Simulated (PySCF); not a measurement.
## Se (selenium, neutral) across methods

[Ar] 3d10 4s1 4p5, high-spin 3P determinant (an excited configuration). Calculation: PySCF 2.14, in aug-cc-pwCVDZ-PP with ECP10MDF (6s5p4d1f, 48 functions); a scalar-relativistic core potential. The B2PLYP total includes its PT2 part (frozen core); its orbital energies are those of the SCF part.

```tsv
method	E (hartree)	mean ε 4s α (eV)	mean ε 4p α (eV)	mean ε 4p β (eV)	Σ⟨r²⟩ (bohr²)	⟨S²⟩
PBE0	-372.6754	-21.323	-9.197	-7.110	41.79	2.008
PBEsol	-372.3515	-18.969	-7.795	-6.240	41.80	2.005
B2PLYP	-372.3147	-23.697	-10.411	-7.682	42.18	2.016
BLYP	-372.6816	-18.763	-7.551	-6.191	42.05	2.004
UHF	-371.41551	-27.934	-12.853	-8.434	42.88	2.044
LDA	-372.1615	-19.130	-7.872	-6.409	41.78	2.004
B97-3	-372.7445	-21.416	-9.238	-7.135	41.88	2.010
PBE	-372.7137	-18.935	-7.798	-6.268	41.87	2.005
r2SCAN	-372.5907	-20.012	-8.314	-6.377	41.59	2.012
```

Energies and moments cover only the electrons outside the core potential.
